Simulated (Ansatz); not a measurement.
Compare A (`CCB(N)O`) with its isomer B (`BNC(C)O`).

Isolated molecules relaxed with PBE0-D4/def2-TZVP in Ansatz; ΔE leaves out vibrations. CCSD(T)/CBS adds triple-zeta CCSD(T) − MP2 to the extrapolated MP2 energy (def2 sets, frozen cores). DFT in def2-TZVPP. B3LYP here is the variant with VWN-RPA as its local correlation; programs differ in this. Each species was taken in one conformer, which may not be the lowest.

A:

Z-matrix (Å, degrees):
```
C
C 1 1.527
H 1 1.094 2 111.3
H 1 1.093 2 111.8 3 120.2
H 1 1.092 2 110.9 3 -119.2
B 2 1.578 1 114.1 3 63.5
H 2 1.096 1 110.1 3 -61.6
H 2 1.098 1 109.0 3 -176.8
O 6 1.377 2 117.2 1 43.2
N 6 1.410 2 121.2 1 -137.6
H 9 0.959 6 114.4 2 179.4
H 10 1.004 6 121.7 2 1.3
H 10 1.005 6 124.9 2 -177.5
```

B:

```xyz
13

B    -1.7494   -0.6707    0.8645
N    -0.3947   -0.5798    0.5875
C     0.2724    0.4964   -0.1064
C     1.0815    0.0027   -1.2823
O     1.1680    1.1699    0.7480
H    -2.1607   -1.6256    1.4556
H    -2.4695    0.2166    0.5037
H     0.2400   -1.3082    0.8853
H    -0.5199    1.1737   -0.4489
H     1.5766    0.8406   -1.7742
H     1.8504   -0.6951   -0.9405
H     0.4362   -0.5044   -2.0003
H     0.6692    1.4837    1.5081
```

(1) Which isomer does CCSD(T)/CBS put lower? Give the gap. (An estimate is asked.)

(2) Give E(B) − E(A) in kJ/mol with CCSD/def2-TZVPP, B3LYP-D4, PBE-D4, ωB97M-V, B3LYP, HF/def2-TZVPP, PBE0-D4. (Best estimate.)

Largest T1 diagnostic: 0.012.

Answers

(1) The calculation gave: A, by 214.1 kJ/mol.

(2) Computed: CCSD/def2-TZVPP 213.4, B3LYP-D4 211.2, PBE-D4 207.8, ωB97M-V 213.3, B3LYP 212.0, HF/def2-TZVPP 213.4, PBE0-D4 212.8. None reverses the order clearly.

From PBE to PBE0 (25 % exact exchange), in def2-TZVPP and without D4, E(B) − E(A) moves by +4.9 kJ/mol.
